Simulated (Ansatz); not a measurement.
The cluster Zr₂S₅⁻, relaxed as a doublet with UKS PBE-D4/def2-SVPD in Ansatz, starting from the GFN2-xTB geometry. Force threshold 0.02 eV/Å.

In the def2 sets Zr takes a core potential; there is no spin–orbit coupling. Another isomer (doublet) lies 1.24 eV lower at PBE0-D4/def2-TZVPD; other spin states weren't run for this one.

Start:

```xyz
7

Zr    0.263   -2.419    0.187
Zr   -0.255    0.798    0.347
S    -1.959   -0.403    1.586
S     2.256    0.182   -0.260
S    -0.956   -0.134   -1.938
S     1.815    0.039    1.808
S    -1.165    1.937   -1.730
```

Q: Estimate the energy that the relaxation releases and the steps that it takes.

A: 5.63 eV, in 16 steps; 3.3 min on 4 threads of Arm Neoverse N1 on a shared host. No frequencies were taken in this run, so the end may be a saddle point.

Q: Does the start keep its bonding and symmetry?

A: Bonds lost: S5–S7 (atoms count from 1).

Q: Predict the relaxed structure.

A: 
```xyz
7

Zr    0.200   -1.778    0.423
Zr   -0.397    0.804   -0.296
S    -1.705   -0.666    1.419
S     2.118   -0.169   -0.388
S    -0.595   -1.309   -1.815
S     1.436    0.226    1.597
S    -1.057    2.891   -0.939
```
Bond lengths (bridged metal pairs left out): 9 × S–Zr 2.28 to 2.70 Å; 1 × S–S 2.14 Å.
